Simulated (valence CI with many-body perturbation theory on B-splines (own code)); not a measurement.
Energy levels of In XLIII

Method: valence CI with perturbative core correlation (CI+MBPT): five valence electrons over a frozen Dirac-Fock core [He], radial functions for each j: 9 s, 9 p, 8 d, 6 f, 3 g, 1 h, with the one-electron correlation potential Σ1, the two-electron term Σ2, the three-electron term Σ3, Breit, model QED; selected CI, second order for the rest (own B-spline code, finite nucleus).

The last digits are not significant, and no measured levels were compared; by estimate large intervals hold to a few tenths of a per cent, small ones and those within an open d or f shell to about a per cent. Among the levels kept, up to 1400 cm⁻¹ of a level comes from second order outside the variational space, and about a tenth of that is noise between levels of different J, which matters for small intervals.

Levels 1 to 45 of 83, with energies above the lowest level, (2s^2 2p1/2^2 2p3/2) J=3/2. "Leading %" is the weight of the configuration and term that name the level; weights of strongly mixed levels are sums over their largest components and can fall short. In the jj column 3d3/2^4 stands for four electrons in 3d with j = 3/2. Lifetimes count E1, E2, E3, M1 and M2 decay at the calculated energies, and are blank where another channel may lead or the interval is too uncertain; long ones can be off by a factor of two.

```csv
No.,Configuration,Term,J,E (eV),Leading %,Lifetime,Second component,Leading jj
1,2s2 2p3,2P°,3/2,0.0,45,,30 % 2s2 2p3 4S°,2s^2 2p1/2^2 2p3/2 (99 %)
2,2s2 2p3,4S°,3/2,204.8,53,11.1 ns,46 % 2s2 2p3 2D°,2s^2 2p1/2 2p3/2^2 (99 %)
3,2s2 2p3,2D°,5/2,223.3,100,63.5 ns,,2s^2 2p1/2 2p3/2^2 (100 %)
4,2s2 2p3,2P°,1/2,250.0,100,15.2 ns,,2s^2 2p1/2 2p3/2^2 (100 %)
5,2s 2p4,4P,5/2,395.5,78,8.66 ps,22 % 2s 2p4 2D,2s 2p1/2^2 2p3/2^2 (98 %)
6,2s 2p4,2S,1/2,455.2,57,2.25 ps,37 % 2s 2p4 4P,2s 2p1/2^2 2p3/2^2 (97 %)
7,2s2 2p3,2P°,3/2,455.8,54,5.28 ns,29 % 2s2 2p3 2D°,2s^2 2p3/2^3 (99 %)
8,2s 2p4,2P,3/2,456.6,39,1.38 ps,36 % 2s 2p4 2D,2s 2p1/2^2 2p3/2^2 (96 %)
9,2s 2p4,4P,3/2,619.8,74,2.59 ps,18 % 2s 2p4 2D,2s 2p1/2 2p3/2^3 (97 %)
10,2s 2p4,2D,5/2,649.0,78,2.64 ps,22 % 2s 2p4 4P,2s 2p1/2 2p3/2^3 (98 %)
11,2s 2p4,2P,1/2,679.8,58,1.00 ps,36 % 2s 2p4 4P,2s 2p1/2 2p3/2^3 (94 %)
12,2s 2p4,2P,3/2,691.5,53,962 fs,45 % 2s 2p4 2D,2s 2p1/2 2p3/2^3 (98 %)
13,2s 2p4,2S,1/2,902.4,37,1.09 ps,36 % 2s 2p4 2P,2s 2p3/2^4 (96 %)
14,2p5,2P°,3/2,902.7,99,900 fs,,2p1/2^2 2p3/2^3 (99 %)
15,2p5,2P°,1/2,1125.9,100,682 fs,,2p1/2 2p3/2^4 (100 %)
16,2s2 2p2 3s,4P,1/2,3713.9,50,32.0 fs,28 % 2s2 2p2 3s 2S,2s^2 2p1/2^2 3s (99 %)
17,2s2 2p2 3p,2P°,1/2,3771.6,42,3.14 ps,41 % 2s2 2p2 3p 4D°,2s^2 2p1/2^2 3p1/2 (99 %)
18,2s2 2p2 3p,2P°,3/2,3843.7,30,2.79 ps,23 % 2s2 2p2 3p 4D°,2s^2 2p1/2^2 3p3/2 (98 %)
19,2s2 2p2 3d,2D,3/2,3901.2,38,21.8 fs,35 % 2s2 2p2 3d 4F,2s^2 2p1/2^2 3d3/2 (99 %)
20,2s2 2p2 3s,4P,3/2,3923.2,88,46.1 fs,10 % 2s2 2p2 3s 2P,2s^2 2p1/2 2p3/2 3s (99 %)
21,2s2 2p2 3d,2D,5/2,3925.7,31,4.36 fs,19 % 2s2 2p2 3d 4D,2s^2 2p1/2^2 3d5/2 (90 %)
22,2s2 2p2 3s,2P,1/2,3929.6,67,20.9 fs,32 % 2s2 2p2 3s 4P,2s^2 2p1/2 2p3/2 3s (99 %)
23,2s2 2p2 3s,2D,5/2,3939.6,55,58.9 fs,36 % 2s2 2p2 3s 4P,2s^2 2p1/2 2p3/2 3s (91 %)
24,2s2 2p2 3s,2D,3/2,3942.7,61,22.0 fs,37 % 2s2 2p2 3s 2P,2s^2 2p1/2 2p3/2 3s (99 %)
25,2s2 2p2 3p,4P°,1/2,3980.5,45,3.93 ps,29 % 2s2 2p2 3p 4D°,2s^2 2p1/2 2p3/2 3p1/2 (99 %)
26,2s2 2p2 3p,4D°,3/2,3985.7,55,4.37 ps,23 % 2s2 2p2 3p 2D°,2s^2 2p1/2 2p3/2 3p1/2 (99 %)
27,2s2 2p2 3p,2F°,5/2,3996.7,44,3.24 ps,32 % 2s2 2p2 3p 2D°,2s^2 2p1/2 2p3/2 3p1/2 (99 %)
28,2s2 2p2 3p,2P°,3/2,4017.8,39,831 fs,26 % 2s2 2p2 3p 2D°,2s^2 2p1/2 2p3/2 3p1/2 (97 %)
29,2s2 2p2 3p,4D°,5/2,4044.6,49,1.01 ps,33 % 2s2 2p2 3p 4P°,2s^2 2p1/2 2p3/2 3p3/2 (93 %)
30,2s2 2p2 3p,4P°,1/2,4049.7,36,2.46 ps,33 % 2s2 2p2 3p 2P°,2s^2 2p1/2 2p3/2 3p3/2 (98 %)
31,2s2 2p2 3p,2D°,3/2,4055.1,51,2.41 ps,27 % 2s2 2p2 3p 4P°,2s^2 2p1/2 2p3/2 3p3/2 (98 %)
32,2s2 2p2 3p,2F°,7/2,4061.5,60,3.61 ps,40 % 2s2 2p2 3p 4D°,2s^2 2p1/2 2p3/2 3p3/2 (99 %)
33,2s2 2p2 3p,2P°,3/2,4066.5,38,238 fs,23 % 2s2 2p2 3p 4S°,2s^2 2p1/2 2p3/2 3p3/2 (91 %)
34,2s2 2p2 3p,2D°,5/2,4075.6,51,337 fs,18 % 2s2 2p2 3p 2F°,2s^2 2p1/2 2p3/2 3p3/2 (86 %)
35,2s2 2p2 3p,2P°,1/2,4088.4,83,410 fs,8 % 2s2 2p2 3p 4D°,2s^2 2p1/2 2p3/2 3p3/2 (96 %)
36,2s 2p3 3s,6S°,5/2,4090.6,35,95.8 fs,33 % 2s 2p3 3s 4P°,2s 2p1/2^2 2p3/2 3s (77 %)
37,2s 2p3 3s,4S°,3/2,4107.5,34,27.5 fs,29 % 2s 2p3 3s 2P°,2s 2p1/2^2 2p3/2 3s (89 %)
38,2s2 2p2 3d,4F,3/2,4111.5,42,12.0 fs,30 % 2s2 2p2 3d 2P,2s^2 2p1/2 2p3/2 3d3/2 (97 %)
39,2s2 2p2 3d,4F,5/2,4113.4,55,26.7 fs,37 % 2s2 2p2 3d 2F,2s^2 2p1/2 2p3/2 3d3/2 (96 %)
40,2s2 2p2 3d,4D,1/2,4114.7,80,24.5 fs,14 % 2s2 2p2 3d 2P,2s^2 2p1/2 2p3/2 3d3/2 (99 %)
41,2s2 2p2 3d,4F,7/2,4124.7,52,475 fs,36 % 2s2 2p2 3d 2G,2s^2 2p1/2 2p3/2 3d3/2 (73 %)
42,2s2 2p2 3d,4D,7/2,4128.1,49,180 fs,32 % 2s2 2p2 3d 2F,2s^2 2p1/2 2p3/2 3d5/2 (79 %)
43,2s2 2p2 3d,2F,5/2,4130.9,33,3.42 fs,31 % 2s2 2p2 3d 4P,2s^2 2p1/2 2p3/2 3d3/2 (62 %)
44,2s2 2p2 3d,4D,3/2,4135.0,37,5.01 fs,37 % 2s2 2p2 3d 2D,2s^2 2p1/2 2p3/2 3d3/2 (51 %)
45,2s2 2p2 3d,4P,3/2,4141.8,40,3.13 fs,31 % 2s2 2p2 3d 2P,2s^2 2p1/2 2p3/2 3d5/2 (52 %)
```

The ionisation energy to 2s2 2p2 3P_0 of the next ion comes out as 6764.9 eV (NIST: 6770 ± 50 eV (semi-empirical)). All 83 levels together are meant to be complete up to 4308.3 eV.
